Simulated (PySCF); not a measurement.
# Electronic structure of K⁺ (potassium, charge +1) at the UHF level

Configuration: [Ar], closed-shell 1S. Calculation: PySCF 2.14, in def2-QZVPPD (11s6p4d3f, 70 functions); no relativity, point nucleus.

```json
{"Total energy": "-599.017311 hartree", "One-electron energy": "-819.7313 hartree", "Hartree (Coulomb) energy": "253.2983 hartree", "Exchange energy": "-32.5843 hartree", "Kinetic energy": "599.01256 hartree", "⟨S²⟩": "0.0000", "⟨L²⟩": "0.000", "Sum of ⟨r⟩": "14.17 bohr", "Sum of ⟨r²⟩": "19.54 bohr²", "Density at the nucleus (Gaussians lack the cusp)": "4500 bohr⁻³", "Langevin diamagnetic susceptibility": "-15.5 ×10⁻⁶ cm³/mol"}
```

```tsv
shell	electrons	mean orbital energy (eV)	rms radius, mean of both spins (bohr)
1s	2	-3639.6	0.0944
2s	2	-400.23	0.420
2p	6	-319.42	0.388
3s	2	-53.438	1.37
3p	6	-31.851	1.55
```
